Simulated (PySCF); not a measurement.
Job for PySCF: R-BP86/6-31G* on ClH5Si (a complex), monomers drawn apart or pushed together.

```python
from pyscf import gto, scf, dft, mp
from pyscf.data.elements import chemcore

mol = gto.M(
    atom='''
    Cl    0.62551507    1.13809305   -0.22468063
    H     1.11864222   -0.03363166   -0.05764518
    Si   -0.30072707   -0.26003036    3.77693047
    H    -0.43750867    1.20958668    3.85744242
    H    -1.28185680   -0.80744296    2.81416856
    H    -0.53845805   -0.85639737    5.11172746
    H     1.06780479   -0.60961898    3.33037149
    ''',
    basis='6-31g*',
    cart=True,
    charge=0, spin=0, verbose=3, max_memory=1800)
mf = dft.RKS(mol, xc='b88,p86')
mf.conv_tol = 1e-8
mf.max_cycle = 100
mf.kernel()
if not mf.converged:
    mf = mf.newton().run(mf.mo_coeff, mf.mo_occ)
```

The log:

```
converged SCF energy = -752.707690734475
```

The calculation finished and met its thresholds.

Cost: around 2.5 core-seconds (rough).
